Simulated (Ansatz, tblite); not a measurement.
Removing and adding an electron: BiF₃. Total charge 0; singlet. Geometry: PBE-D4/def2-TZVP. Ansatz, gas phase; energy differences of separate SCF runs; the oxidised species was run as a doublet alone; the reduced species was run as a doublet alone.

```xyz
4

Bi   -0.222    0.647   -0.361
F     1.422   -0.358   -0.964
F     0.244    0.669    1.604
F    -1.444   -0.958   -0.279
```

In the def2 sets Bi takes a core potential; there is no spin–orbit coupling. The xTB rows come from tblite. Correlated methods freeze 7 core orbitals; core or outer-core shells of Bi are correlated, in sets that lack core-valence functions. In CCSD on the charge 1 doublet the largest single amplitude is 0.63, so its Hartree–Fock determinant may place the open shell otherwise than the density functionals do. The structure comes from a short search, and lower isomers may exist.

```json
{"level": "GFN1-xTB", "−HOMO (eV)": "13.11", "vertical IE (eV)": "17.14", "−LUMO (eV)": "7.10", "vertical EA (eV)": "3.06", "HOMO–LUMO gap (eV)": "6.01", "IE − EA (eV)": "14.08", "remarks": "–"}
{"level": "GFN2-xTB", "−HOMO (eV)": "12.88", "vertical IE (eV)": "16.56", "−LUMO (eV)": "5.27", "vertical EA (eV)": "1.59", "HOMO–LUMO gap (eV)": "7.61", "IE − EA (eV)": "14.97", "remarks": "–"}
{"level": "PBE-D4/def2-TZVP", "−HOMO (eV)": "8.56", "vertical IE (eV)": "11.99", "−LUMO (eV)": "2.55", "vertical EA (eV)": "–", "HOMO–LUMO gap (eV)": "6.01", "IE − EA (eV)": "–", "remarks": "–"}
{"level": "r2SCAN-D4/def2-TZVP", "−HOMO (eV)": "8.97", "vertical IE (eV)": "12.23", "−LUMO (eV)": "2.31", "vertical EA (eV)": "–", "HOMO–LUMO gap (eV)": "6.66", "IE − EA (eV)": "–", "remarks": "–"}
{"level": "CCSD/def2-TZVPP", "−HOMO (eV)": "–", "vertical IE (eV)": "12.94", "−LUMO (eV)": "–", "vertical EA (eV)": "–", "HOMO–LUMO gap (eV)": "–", "IE − EA (eV)": "–", "remarks": "large T1 (0.087) (+1 doublet)"}
```

(1) Estimate the rows for PBE-D4/def2-TZVPD, r2SCAN-D4/def2-TZVPD, PBE0-D4/def2-TZVP, PBE0-D4/def2-TZVPD, CCSD(T)/def2-TZVPP.

Results:

(1) 
```tsv
level	−HOMO (eV)	vertical IE (eV)	−LUMO (eV)	vertical EA (eV)	HOMO–LUMO gap (eV)	IE − EA (eV)	remarks
PBE-D4/def2-TZVPD	8.69	–	2.67	0.12	6.02	–	HOMO above zero (-1 doublet)
r2SCAN-D4/def2-TZVPD	9.05	–	2.38	0.14	6.68	–	HOMO above zero (-1 doublet)
PBE0-D4/def2-TZVP	10.13	12.46	1.86	–	8.27	–	–
PBE0-D4/def2-TZVPD	10.21	–	1.97	0.19	8.25	–	HOMO above zero (-1 doublet)
CCSD(T)/def2-TZVPP	–	12.74	–	–	–	–	large T1 (0.087) (+1 doublet)
```

Run but left out: HF/def2-TZVPP, MP2/def2-TZVPP (charge +1 doublet: a determinant that CCSD turns far, T1 0.087).   A HOMO above zero means that the electron is unbound at that level or that self-interaction error raises the level; the energy of removing that electron tells which. Raw xTB energy differences between charge states are shifted by several eV; the methods need an empirical correction for them.
